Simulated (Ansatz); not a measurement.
A search over several starts for the lowest SCF solution of ReClO₃⁺, that is ReO3Cl with one electron fewer at the given spin, in a small basis.

```yaml
crystal:
  periodic: [false, false, false]
  atoms:
    - {symbol: Re, position_ang: [0.044149, 0.076130, 0.031694]}
    - {symbol: O, position_ang: [0.069425, 0.083485, 1.746738]}
    - {symbol: O, position_ang: [1.662082, 0.109446, -0.536865]}
    - {symbol: O, position_ang: [-0.751653, 1.496809, -0.507240]}
    - {symbol: Cl, position_ang: [-1.023994, -1.765870, -0.734318]}
basis:
  gaussian: {orbitals: def2-SVP}
total_charge: 1
magnetization: {spin_polarized: true, initial_magnetization: 1}
hamiltonian: {xc: pbe0, dispersion: d4}
output: {orbitals: {seedname: orbitals}}
```

```sh
$ ansatz run in.yaml --threads 4 --pin off --events-out ev --progress --plain --max-ram 3916MiB
```

It prints (some lines left out):

```
Functional definition: PBE0
853 factors; integrals over basis functions are off by at most 1.1e-3 eV
mean field evaluation 1: about -20733.7050 eV, gradient 8.9e1 eV
mean field evaluation 2: about -20431.3383 eV, gradient 2.5e2 eV
mean field evaluation 4: about -20744.9539 eV, gradient 6.5e1 eV
mean field evaluation 8: about -20765.3239 eV, gradient 1.2e0 eV
mean field evaluation 16: about -20765.5296 eV, gradient 5.7e-2 eV
mean field evaluation 32: about -20765.5301 eV, gradient 1.2e-3 eV
mean field evaluation 64: about -20765.2192 eV, gradient 4.8e-2 eV
mean field evaluation 96: about -20764.8556 eV, gradient 7.0e0 eV
mean field -20765.58295784 eV, -763.1210982831 hartree, gradient 8.1e-6 eV, S^2 0.829556; 8 other end points of the search recorded, 0 dependent functions left out
reference -20765.58299832 eV, -763.1210997707 hartree; 28, 27 occupied and 64, 65 virtual orbitals, 853 factors
Total energy: -20765.70425311 eV, -763.1255558018 hartree
```

Run time 9.5 s (4 threads of Intel Xeon Platinum 8259CL on a shared host).

Other converged states that the search met: 0.17 eV higher (⟨S²⟩ = 0.82).

In the def2 sets Re takes a core potential; there is no spin–orbit coupling.
